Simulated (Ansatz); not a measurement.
`O=CC(O)[SiH2]O` + `CO[SiH](O)Cl` → `O[SiH2][SiH](O)Cl` + `COC(O)C=O`  (formal exchange of groups at the Si–C bond)

Computed with Ansatz on PBE0-D4/def2-TZVP structures; ΔE is electronic, products minus reactants. CBS: MP2 limit from def2 TZ/QZ plus the TZ coupled-cluster correction, frozen cores. Functionals use def2-TZVPP. One conformer a species, not always the lowest.

Question: Is it downhill or uphill in electronic energy at CCSD(T)/CBS, and by how much? (Estimate.)

Answer: The calculation gave: Uphill: ΔE = +1.79 eV.

Question: What do these levels give: r2SCAN-D4, PBE0-D4, B2PLYP, HF/def2-TZVPP, MP2/def2-TZVPP, CCSD/def2-TZVPP? (An estimate is asked.)

Answer: The calculation gave: r2SCAN-D4 1.80, PBE0-D4 1.65, B2PLYP 1.80, HF/def2-TZVPP 1.77, MP2/def2-TZVPP 1.89, CCSD/def2-TZVPP 1.76 eV.

Largest T1 diagnostic among the species: 0.014.

From PBE to PBE0 (25 % exact exchange), in def2-TZVPP and without D4, ΔE moves by +0.04 eV.
